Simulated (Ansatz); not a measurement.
```yaml
crystal:
  periodic: [false, false, false]
  atoms:
    - {symbol: C, position_ang: [0.270508, 1.559865, 2.333356]}
    - {symbol: C, position_ang: [0.230706, 1.215545, 1.172725]}
    - {symbol: Al, position_ang: [0.141854, 0.554874, -0.610931]}
    - {symbol: Al, position_ang: [-0.343150, -1.903045, -1.261264]}
    - {symbol: Cl, position_ang: [0.475403, 1.995515, -2.111630]}
    - {symbol: H, position_ang: [0.307681, 1.872063, 3.352907]}
    - {symbol: H, position_ang: [-0.407987, -2.342771, -2.786982]}
    - {symbol: H, position_ang: [-0.582816, -3.009146, -0.144080]}
basis:
  gaussian: {orbitals: pcseg-2}
magnetization: {spin_polarized: true, initial_magnetization: 1}
hamiltonian: {xc: {name: wB97X}}
scf: {lower_state_search: light}
output: {forces: true}
```

```sh
$ ansatz run in.yaml --threads 2 --pin off --events-out ev --progress --plain --max-ram 4352MiB
```

Shortened log:

```
Error: a molecule whose nuclei and cores have a total charge of 58 cannot have a net charge of 0 together with 1 unpaired electrons
```

Task: Something in this input is off. What?

Result: The number of unpaired electrons doesn't fit the electron count. The input was rejected before any iteration.
